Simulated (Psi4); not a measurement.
## A ladder of methods for SnSiH4O2 (SMILES [OH][Sn][O][SiH3])

SnSiH4O2: 8 atoms, total charge 0, spin state singlet. As SMILES, `[OH][Sn][O][SiH3]`. Geometry: optimised at PBE0/def2-TZVP. This is one conformer, not always the lowest.

```xyz
8

O     0.2913    1.6863   -1.4231
Sn    1.7005    1.1115   -0.1707
O     0.5912   -0.1231    0.9263
Si   -0.9269   -0.6989    1.0469
H    -0.5812    1.3023   -1.2887
H    -1.5270   -0.3328    2.3579
H    -1.8088   -0.1367   -0.0247
H    -0.9410   -2.1796    0.9059
```

Quantity: the dipole moment, in D. The values are calculated.

| level | kind | program | value (D) |
| --- | --- | --- | --- |
| PBE-D4/def2-TZVPP (density fitting, core potential) | GGA | Psi4 | 1.25 |
| r2SCAN-D4/def2-TZVPP (density fitting, core potential) | meta-GGA | Psi4 | 1.25 |
| B3LYP-D4/def2-TZVPP (density fitting, core potential) | global hybrid | Psi4 | 1.39 |
| PBE0-D4/def2-TZVPP (density fitting, core potential) | global hybrid | Psi4 | 1.34 |
| wB97M-V/def2-TZVPP (density fitting, core potential) | range-separated hybrid | Psi4 | 1.42 |

The values span 1.25 to 1.42 D. Magnitudes only.
